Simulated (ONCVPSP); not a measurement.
Reading a pseudo-wave (V)

Columns: radius, all-electron u(r) and pseudo u(r) of the 3d shell (level -12.92 eV) of vanadium in the configuration [Ne] 3s2 3p6 3d3 4s1; LDA (Perdew-Wang 92), scalar-relativistic, ONCV scheme, ONCVPSP 4.0.1.

```tsv
r (bohr)	all-electron	pseudo
0.095	0.0360	0.0042
0.190	0.1608	0.0319
0.285	0.3247	0.0994
0.380	0.4829	0.2108
0.475	0.6135	0.3575
0.570	0.7102	0.5203
0.665	0.7742	0.6760
0.760	0.8104	0.8034
0.855	0.8247	0.8885
0.950	0.8225	0.9272
1.045	0.8085	0.9241
1.140	0.7865	0.8903
1.235	0.7590	0.8388
1.330	0.7281	0.7813
1.425	0.6952	0.7257
1.520	0.6615	0.6761
1.615	0.6275	0.6331
1.710	0.5939	0.5954
1.805	0.5611	0.5612
1.900	0.5292	0.5292
1.995	0.4985	0.4985
2.090	0.4691	0.4691
2.185	0.4410	0.4409
2.280	0.4142	0.4141
2.375	0.3887	0.3887
2.470	0.3645	0.3645
```

Task: How many radial nodes do the two functions have?

Result: The all-electron 3d function has n − l − 1 = 0; the pseudo-wave has 0.

Task: At about which radius was the pseudo-wave matched?

Result: 1.90 bohr, where the columns begin to agree (steps of 0.10 bohr).

Task: Where does each function peak?

Result: Outermost all-electron maximum near 0.85 bohr, pseudo maximum near 0.95 bohr (to the table’s step).

Task: Is the pseudo-wave norm-conserving?

Result: Yes: the ONCV scheme keeps the norm inside the radius equal to the all-electron one, which fixes the energy derivative of the logarithmic derivative at the level.
